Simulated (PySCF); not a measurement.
## Worked example: refractive index and permittivity of the vapour

C₂H₈FNOSi, SMILES CC[Si@](N)(O)F.

Geometry optimised at B3LYP-D3(BJ)/def2-SVP. The structure was generated by enumeration; whether it is a known compound was not checked. Other conformers were not sampled.

PBE/def2-TZVP in PySCF gives a mean static polarisability of 60.0 bohr³ and a dipole moment of 0.78 D. Take an ideal gas at 298.15 K and 1 bar, whether or not the substance is that volatile.

### Question
Work out n − 1 in the optical limit and the static ε − 1.

### Answer

Polarisability volume α' = 60.0 × 0.148185 = 8.89 Å³. Number density N = p/kT = 2.43e-5 Å⁻³.
Dilute limit of Lorentz–Lorenz: n − 1 = 2π N α' = 0.0014.
Orientation term of Debye: μ²/(3kT) = 8.098 Å³ × μ²(D²) = 4.93 Å³.
ε − 1 = 4π N (α' + μ²/3kT) = 0.0042. Orientation of the dipole supplies 36 % of the static response; it can't follow optical fields. Vibrational polarisation and dispersion are left out.
